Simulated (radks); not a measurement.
Task: The table gives one normalised radial function P(r) = r R(r) of Hf+ in [Xe] 4f14 5d1 6s2 (r in bohr). Calculated with a radial shooting solver on a logarithmic mesh with Libxc functionals: non-relativistic Kohn-Sham, r2SCAN, spin-unpolarised, spherical densities, point nucleus; meta-GGA in the generalised Kohn-Sham scheme; relativity is left out, which matters for an element this heavy.

| r | P |
|---|---|
| 0.001291 | 0.0431 |
| 0.001749 | 0.0564 |
| 0.002371 | 0.0730 |
| 0.003213 | 0.0927 |
| 0.004389 | 0.1155 |
| 0.005949 | 0.1379 |
| 0.008062 | 0.1560 |
| 0.01093 | 0.1618 |
| 0.01493 | 0.1434 |
| 0.02023 | 0.0889 |
| 0.02742 | -0.0085 |
| 0.03716 | -0.1357 |
| 0.05076 | -0.2453 |
| 0.0688 | -0.2455 |
| 0.09324 | -0.0715 |
| 0.1264 | 0.2194 |
| 0.1726 | 0.3809 |
| 0.234 | 0.1434 |
| 0.3171 | -0.3568 |
| 0.4297 | -0.5519 |
| 0.5871 | -0.0599 |
| 0.7957 | 0.6965 |
| 1.078 | 1.0647 |
| 1.461 | 0.8560 |
| 1.997 | 0.4082 |
| 2.706 | 0.1167 |
| 3.667 | 0.0195 |
| 4.97 | 0.0016 |
| 6.79 | 0.0001 |
| 9.202 | 0.0000 |

Which n and l does it have? It may be an empty orbital.

Result: n = 5, l = 0: the number of nodes gives n - l - 1 = 4, the rise at small r (about r^(l+1)) gives l, and the extent must fit the shell. The curve is that of 5s. 5s: eigenvalue -67.124 eV, 4 radial nodes at r = 0.0268, 0.101, 0.256, 0.601 bohr, <r> = 1.24 bohr, 90 % of the charge inside 1.78 bohr.
